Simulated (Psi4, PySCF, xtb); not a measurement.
Intermolecular potential of CH4 ··· BCl3 (SMILES C and ClB(Cl)Cl). Monomers: optimised at B3LYP-D3(BJ) (def2-TZVP), held rigid. Orientation: a random orientation, not optimised. Only R, the distance of the centres of mass, is varied, so the lowest point isn't the relaxed dimer.

Geometry at R = 5.20 Å (first 5 atoms: monomer A):
```
9

C      0.0000     0.0000     0.0000
H     -0.2699    -0.0633     1.0533
H      0.1603     1.0425    -0.2716
H     -0.8046    -0.4136    -0.6065
H      0.9142    -0.5655    -0.1752
Cl     4.5667     4.0178    -2.6872
B      3.3251     3.7054    -1.5012
Cl     1.8442     2.9141    -1.9771
Cl     3.5645     4.1841     0.1600
``` The table gives interaction energies.

| R / Å | A | B | C |
|---|---|---|---|
| 4.58 | 6.19 | 13.55 | -0.57 |
| 4.77 | 1.91 | 7.66 | -2.51 |
| 4.99 | -0.16 | 3.84 | -2.85 |
| 5.20 | -0.84 | 1.88 | -2.50 |
| 5.40 | -1.03 | 0.85 | -2.04 |
| 5.61 | -1.05 | 0.28 | -1.61 |
| 5.93 | -0.92 | -0.08 | -1.14 |
| 6.19 | -0.73 | -0.16 | -0.88 |
| 6.68 | -0.33 | -0.13 | -0.55 |
| 7.37 | -0.06 | -0.04 | -0.29 |
| 8.41 | -0.01 | 0.00 | -0.12 |
| 9.70 | -0.01 | 0.00 | -0.05 |

Energies in kJ/mol.

Task: Assign the columns to these levels of theory: GFN1-xTB (xtb 6.7.1); restricted M06-2X/6-31G*, spherical d, no counterpoise correction in PySCF; Psi4 with revPBE/def2-TZVP, counterpoise-corrected.

Result: A is RKS-M06-2X/6-31G*; B is revPBE/def2-TZVP; C is GFN1-xTB.
